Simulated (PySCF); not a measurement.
# Finite-field polarisability of C (carbon, neutral)

[He] 2s2 2p2, high-spin 3P determinant. Calculation: PySCF 2.14, in x2c-TZVPPall with one added diffuse shell each of s, p, d type (6s4p3d1f, 40 functions); scalar relativity by spin-free X2C-1e. Frozen: 1s2. Energy changes in a uniform field (μhartree):

```
axis  F (au)        HF       MP2      CCSD   CCSD(T)
   x  0.0043  -100.233   -89.576   -93.408   -93.961
   x  0.0086  -400.980  -358.550  -373.747  -375.956
   y   0.004   -99.609   -98.262   -97.994   -98.471
   y   0.008  -398.751  -393.441  -392.406  -394.328
```

By symmetry the remaining axis equals y.

Problem. Derive α along x at CCSD(T) from the two fields.

Solution. With ΔE = −αF²/2 − γF⁴/24, α = −(16 ΔE(F) − ΔE(2F))/(6F²) = 10.16 bohr³.

Problem. And the mean polarisability at each level?

Solution. The components xx, yy, zz at CCSD(T) are 10.16, 12.30, 12.30, the third axis being equal by symmetry to one of the two computed. Means: HF 11.91, MP2 11.41, CCSD 11.53, CCSD(T) 11.59 bohr³. Reference: 11.3 ± 0.4 bohr³ (recommended; Schwerdtfeger and Nagle, table of static dipole polarizabilities (2023 update)).
